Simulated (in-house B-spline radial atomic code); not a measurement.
A calculation on He II (He+): its settings, and results tabulated from the run. Level of theory: non-relativistic PBE, spin-polarised, spherical fractional occupations, point nucleus, inside a hard spherical wall at 1.74 bohr; calculated with a radial B-spline atomic code at the basis-set limit.

Command:
```bash
python run_scf.py task.json out
```
Settings:
```
Z                2
configuration    1s1
hamiltonian      nr
method           pbe,pbe
spin_polarised   True
wall_radius      1.74
```

Output (hartree, bohr):
```
 radial grid: 26 intervals, B-splines of order 8, outer radius 1.74 bohr

 iter        energy (Eh)    residual
    1          -1.836256    2.10e-03
    2          -1.836392    3.71e-05
    3          -1.836392    1.90e-05
    4          -1.836392    9.72e-06
    5          -1.836392    4.43e-07
    6          -1.836392    8.16e-09

 total energy                        -1.83639
 kinetic                               2.6284
 electron-nucleus                     -4.4813
 Hartree                               0.7250
 exchange-correlation                 -0.7085

 orbital      occ     eigenvalue          <r>       <r^2>       <1/r>     <1/r^2>     <1/r^3>       r_max
 1s up      1.000        -1.3104     0.629303    0.491926     2.24067     9.56975           -      0.4791
```

Cost of the run: 0.01 s on 1 thread of Arm Neoverse N1, on a shared host.
